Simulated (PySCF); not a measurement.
Job for PySCF: R-HF/STO-3G on CH4GeO (SMILES C[O][GeH]), a point of a bond scan (R = 0.984 Å).

```python
from pyscf import gto, scf, dft, mp
from pyscf.data.elements import chemcore

mol = gto.M(
    atom='''
    Ge   -0.30918050   -0.44039023    0.61326825
    H    -1.33900548   -0.76161549   -0.60195871
    O     0.73619976    0.65343866   -0.33645061
    C     0.60186979    1.03364415   -1.69533265
    H     0.50991975    2.01140034   -1.75048532
    H     1.50211160    0.74097812   -2.24155643
    H    -0.26984991    0.56371050   -2.16085477
    ''',
    basis='sto-3g',
    charge=0, spin=0, verbose=3, max_memory=1800)
mf = scf.RHF(mol)
mf.conv_tol = 1e-8
mf.max_cycle = 100
mf.kernel()
if not mf.converged:
    mf = mf.newton().run(mf.mo_coeff, mf.mo_occ)
```

Output:

```
converged SCF energy = -2165.27011580337
```

Self-consistency was reached.

Cost: very roughly 0.5 core-seconds.
